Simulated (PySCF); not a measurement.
# Electron correlation in Al (aluminium, neutral)

[Ne] 3s1 3p2, high-spin 4P determinant (an excited configuration). All numbers are calculated (PySCF 2.14, scalar relativity by spin-free X2C-1e, in x2c-TZVPPall (5s5p3d1f, 42 functions)). Frozen: [Ne]; 3 electrons correlated.

| level | correlation energy (mhartree) |
| --- | --- |
| CCSD | -14.17 |
| (T) | -0.13 |
| CCSD(T) | -14.30 |
| CCSDT | -14.37 |

Diagnostics: T1 = 0.0036, D1 = 0.0084, largest double amplitude 0.084.

Cost of the coupled-cluster step: about 0.29 core-seconds, for 3 correlated electrons.
